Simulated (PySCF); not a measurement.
# Bond curve of AlTe

Set-up: PySCF, spin-free X2C with a Gaussian nucleus, basis sets Al x2c-SVPall, Te x2c-SVPall. Energies in eV from Al + Te in their ground configurations at the same level. State: ²Σ⁺ (doublet), unpaired electrons σ ↑.

All columns are B2PLYP. A positive dipole means Al(−)Te(+).

```
R (Å)  E (eV)  μ (D)  Mulliken charge on Al (basis-dependent)  HOMO (eV)  LUMO (eV)  Mayer bond order  ⟨S²⟩
2.038  -1.798  -2.20                                     0.17      -7.41      -2.58              2.36  0.76
2.133  -2.488  -2.43                                     0.21      -7.37      -2.74              2.27  0.76
2.228  -2.868  -2.65                                     0.25      -7.18      -2.89              2.18  0.76
2.299  -3.005  -2.80                                     0.27      -7.04      -2.98              2.10  0.76
2.370  -3.047  -2.95                                     0.29      -6.91      -3.06              2.01  0.76
2.441  -3.019  -3.09                                     0.31      -6.80      -3.11              1.92  0.76
2.536  -2.905  -3.28                                     0.33      -6.65      -3.16              1.78  0.77
2.654  -2.688  -3.56                                     0.35      -6.48      -3.18              1.60  0.77
2.797  -2.380  -3.98                                     0.37      -6.28      -3.13              1.41  0.77
2.986  -1.960  -4.68                                     0.40      -6.02      -3.02              1.22  0.77
```

A fit through these points gives, at Re = 2.374 Å, μ = -2.96 D and dμ/dR = -1.99 D/Å; the reduced mass is 22.34 u.

How strong is the fundamental in the double-harmonic approximation, I = 42.26·(dμ/dR)²/μred km/mol?

I = 42.26·(-1.99)²/22.34 = 7.49 km/mol at B2PLYP.

Correlated steps freeze 23 core orbitals. These are scalar-relativistic numbers at best; spin–orbit coupling would shift them, the dissociation energy most. B2PLYP dipoles, levels and charges come from its SCF part alone. The state is the lowest determinant that a PBE0 search found; another state may lie lower at other levels.
